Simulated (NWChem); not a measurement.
Correlation energy of CClF2

SMILES: F[C](F)Cl
```xyz
4

F      1.0532    -0.0780    -1.0793
C      0.4266     0.3236     0.0000
F      1.0532    -0.0780     1.0793
Cl    -1.2657    -0.0316     0.0000
```
Charge 0, spin multiplicity 2.

The numbers come from NWChem runs, not from measurements. Structure: optimised with UPBE0/def2-SVP, a minimum by its harmonic frequencies.

Basis set: cc-pVDZ. Each correlation energy counts from its own Hartree-Fock reference.

The correlated methods keep 8 core orbitals frozen. The structure started from a generated list of species. The unpaired electrons of the parent sit in orbitals of symmetry a' (Cs labels of the run); other states weren't searched. The stability of the SCF solutions was not checked. Open-shell Hartree-Fock references start from PBE0 orbitals. Coupled-cluster values serve here as a point of comparison, not as the truth.

For the correlation energy, URI-MP2 gives -614.1 mHa and UMP2 gives -614.0 mHa. What do SCS-UMP2, CCSD on ROHF, CCSD[T] on ROHF give?

SCS-UMP2: -588.5 mHa; CCSD on ROHF: -637.4 mHa; CCSD[T] on ROHF: -653.5 mHa.
